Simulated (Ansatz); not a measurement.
CH4Al (SMILES [CH3][AlH]), doublet, geometry from GFN2-xTB (such geometries of metal compounds can be far from the true shape) (the spin is typed, not shown lowest).

Ansatz (an electronic-structure program) was given this input:
Ansatz 0.2 input:
```yaml
crystal:
  periodic: [false, false, false]
  atoms:
    - {symbol: Al, position_ang: [-0.25938545, -0.75214375, -0.12018737]}
    - {symbol: C, position_ang: [0.48446229, 1.07227152, 0.27095453]}
    - {symbol: H, position_ang: [0.30438004, 1.37560530, 1.30985890]}
    - {symbol: H, position_ang: [0.05669362, 1.85748580, -0.36295771]}
    - {symbol: H, position_ang: [1.57107571, 1.10460145, 0.12062044]}
    - {symbol: H, position_ang: [-1.46691236, -0.99345282, -1.13081309]}
basis:
  gaussian:
    orbitals: cc-pVDZ
magnetization: {spin_polarized: true, initial_magnetization: 1}
correlation: {method: ccsd_t}
```

### Question
Estimate the SCF-reference <S^2> that Ansatz with CCSD(T)/cc-pVDZ returns for this input.

### Answer
0.753

### Question
What MP2 correlation energy does CCSD(T)/cc-pVDZ give?

### Answer
-0.2000 Eh

### Question
What is the computed coupled-cluster correlation energy (without the perturbative part) (CCSD(T)/cc-pVDZ)?

### Answer
-0.2312 Eh

### Question
What total energy does CCSD(T)/cc-pVDZ give?

### Answer
-282.3095 Eh
